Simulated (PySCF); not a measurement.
## Electron correlation in Cl⁺ (chlorine, charge +1)

[Ne] 3s2 3p4, high-spin 3P determinant. Computed with PySCF 2.14 in aug-cc-pV(D+d)Z (5s4p3d, 32 functions), with no relativity, point nucleus. Frozen: [Ne]; 6 electrons correlated.

MP2 pair energies summed by pair of shells (mhartree):

```json
{"pair": "3p-3p", "energy": "-46.69", "share (%)": "49.7"}
{"pair": "3s-3p", "energy": "-39.84", "share (%)": "42.4"}
{"pair": "3s-3s", "energy": "-7.37", "share (%)": "7.8"}
```

Total MP2 correlation energy: -93.90 mhartree.

Same-spin part -23.30 and opposite-spin part -70.59 mhartree; SCS-MP2 scales them by 1/3 and 6/5 to -92.48 mhartree.

```json
{"level": "CCSD", "correlation energy (mhartree)": "-115.92"}
{"level": "(T)", "correlation energy (mhartree)": "-1.79"}
{"level": "CCSD(T)", "correlation energy (mhartree)": "-117.71"}
```

Diagnostics: T1 = 0.0080, D1 = 0.0269, largest double amplitude 0.047.

Q: Is a single reference adequate?

A: Yes: T1 lies below 0.03 and no double amplitude reaches 0.07.
